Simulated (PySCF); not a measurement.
Does the answer move with the share of exact exchange?

Compound: CH7F2Ge2N.
SMILES: `F[CH](F)[GeH2][NH][GeH3]`

Torsions of this conformer, `[F:1][CH:2]([F:3])[GeH2:4][NH:5][GeH3:6]`: F1–C2–Ge4–N5 -63°, C2–Ge4–N5–Ge6 -57°.

PySCF, def2-SVPD basis, density fitting, gas phase, PBE0-D3(BJ)/def2-SVP geometry; singlet excitations by full TDDFT with frozen cores, triplets by Tamm–Dancoff TDDFT and ionisation energies by ΔSCF, from the lowest of the holes tried. One functional is left out:

```csv
functional,exact exchange (%),HOMO energy (eV),LUMO energy (eV),lowest singlet excitation (eV),lowest triplet excitation (eV),dipole moment (D),mean polarisability (au),vertical ionisation energy (eV)
LDA,0,-5.94,-1.21,4.88,4.61,1.383,89.1,8.78
PBE,0,-5.84,-0.99,4.98,4.68,1.349,87.5,8.64
B3LYP,20,-6.97,-0.44,5.49,5.13,1.499,84.0,9.00
BHandHLYP,50,-8.47,0.51,6.17,5.71,1.639,80.0,9.08
```

Question: Predict the row of PBE0 (25 % exact exchange) by straight lines through the other rows, and check it.

Answer: 
```
                       property   line  computed  computed − line  B3LYP (20 %), for comparison
               HOMO energy (eV)  -7.19     -7.18            +0.01                         -6.97
               LUMO energy (eV)  -0.29     -0.19            +0.10                         -0.44
 lowest singlet excitation (eV)   5.57      5.65            +0.08                          5.49
 lowest triplet excitation (eV)   5.19      5.26            +0.07                          5.13
              dipole moment (D)  1.509     1.483           -0.026                         1.499
       mean polarisability (au)   83.9      83.2             -0.7                          84.0
vertical ionisation energy (eV)   8.93      8.99            +0.06                          9.00
```

Question: Which of these properties follows the share of exact exchange most closely, and which least?

Answer: Most closely the HOMO energy, least the vertical ionisation energy; the correlations over the tabulated rows are HOMO energy -0.999, lowest triplet excitation 0.997, lowest singlet excitation 0.996, LUMO energy 0.993, dipole moment 0.990, mean polarisability -0.979, vertical ionisation energy 0.892. The HOMO energy moves by -0.517 eV for every 10 %. Functionals with the same share still differ in their other parts: at 0 % LDA and PBE differ by 0.10 eV in it.
